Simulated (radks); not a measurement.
The thallium ion Tl+, [Hg]. All-electron calculation, non-relativistic Kohn-Sham, PBE, spin-polarised, spherical densities, point nucleus. Program: a radial shooting solver on a logarithmic mesh with Libxc functionals. Every spin shell is full or empty, so the densities are truly spherical. Functionals are evaluated on that one density, not self-consistently. Rank these exchange functionals by their error against the exact value of the orbitals, and give that value: LDA, revPBE, PW86, OPTX, B86b, G96, TPSS, SCAN, MS2, Tao-Mo, MVS.

Answer. Exact: -351.880 hartree. From best to worst, with 100 (|E| - |E exact|)/|E exact| (equal figures are ties): B86b +0.01, SCAN +0.06, MVS +0.08, revPBE -0.25, PW86 -0.38, TPSS -0.42, G96 +0.47, MS2 -0.66, Tao-Mo -0.82, OPTX +1.92, LDA -3.77.
